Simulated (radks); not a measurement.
Effect of the nuclear size on the krypton ion Kr3+, [Ar] 3d10 4s2 4p3. Calculated with a radial shooting solver on a logarithmic mesh with Libxc functionals: Dirac Kohn-Sham, relativistic LDA (MacDonald-Vosko exchange, VWN5 correlation), spin-unpolarised, spherical densities, finite nucleus; open shells fill j = l - 1/2 first; Fermi nuclear charge, rms radius 4.1884 fm. The rms radius is varied about that value; shifts are against it.

rms radius (fm)  total energy shift (eV)  density at nucleus (e/bohr^3)  1s1/2 shift (meV)  2s1/2 shift (meV)  3p1/2 shift (meV)  4s1/2 shift (meV)
3.6565                            -0.148                      4.946e+04              -62.5              -6.33              0.104             -0.128
3.8785                           -0.0884                      4.923e+04              -37.3              -3.78              0.062             -0.077
4.1884                                 0                      4.893e+04              0.000              0.000              0.000              0.000
4.3769                            0.0568                      4.876e+04               24.0               2.43             -0.040              0.049
4.9507                             0.244                      4.828e+04                103               10.4             -0.171              0.211

Slopes of the eigenvalues against <r^2> in GHz/fm^2, as finite differences over the two radii next to the reference (eigenvalue slopes, not the field-shift constants of lines): 1s1/2 3600, 2s1/2 365, 3p1/2 -5.97, 4s1/2 7.40.
